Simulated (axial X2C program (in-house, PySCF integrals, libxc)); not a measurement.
TeS: from the spin-free to the two-component result

Calculated with an in-house all-electron X2C program for linear molecules (integrals from PySCF). Spin-free means the one-electron spin-free X2C Hamiltonian; two-component (2c) means X2C with spin–orbit coupling and atomic mean-field two-electron Coulomb and Gaunt terms, so the difference of the two also holds small scalar two-electron terms. Basis: Te dyall-cv3z [11s12p8d4f1g], S dyall-av3z [9s8p3d2f] (cores contracted in-house); Gaussian nuclei, density fitting, unrestricted open shells. Masses: Te 129.906 u, S 31.972 u.

Spin-free state: M_S = 1, Λ = 0 (beyond evenly filled blocks: π+α, π-α); fragments Te + S.

| level | Re (Å) | ωe (cm⁻¹) | De (eV) | μ (D) |
| --- | --- | --- | --- | --- |
| PBE | 2.255 | 458.1 | 4.045 | -1.54 |

Dipoles are positive if S is the positive end.

Two-component determinant lowest at the distance of the search:

Ω = 1 (⟨Sz⟩ = 1.00, ⟨Lz⟩ = 0.00 at PBE); fragments Te + S.

```json
{"level": "PBE", "Re (Å)": "2.259", "ωe (cm⁻¹)": "453.8", "De (eV)": "3.795", "μ (D)": "-1.55"}
```

(1) From the two tables, how do the constants change at the PBE level (2c against spin-free)?

One determinant describes the state; a PBE0 search over occupations chose it and may have missed a lower one. Dissociation energies refer to the lowest single-determinant-based atoms at the same level and basis. Density functionals use the spin component along the axis (collinear). A 2c atom that is not at its ground J level misses part of its spin–orbit lowering, and De is too large by that part (0.04 eV or less for light atoms). This holds for PBE. PBE0 can misorder states that lie within some tenths of an eV, so this need not be the ground state of the molecule. The nearest other spin-free determinant of the search, M_S = 0, Λ = 2, lies 0.61 eV up at the distance of the search. The functionals have no current-density term, which raises determinants with orbital currents, atoms included. With several unpaired electrons one determinant need not be a pure state. Open-shell Ω = 0 determinants with evenly filled partner blocks cannot be reached by this program, so the Ω shown need not be the lowest component. This is the Ω = 1 component of a π² triplet; the 0⁺ component is not one determinant and can lie lowest.

Results:

(1) At the PBE level Re goes up by 0.004 Å and ωe goes down by 4.3 cm⁻¹; De is not compared, since the atomic limits differ or miss part of their spin–orbit lowering.
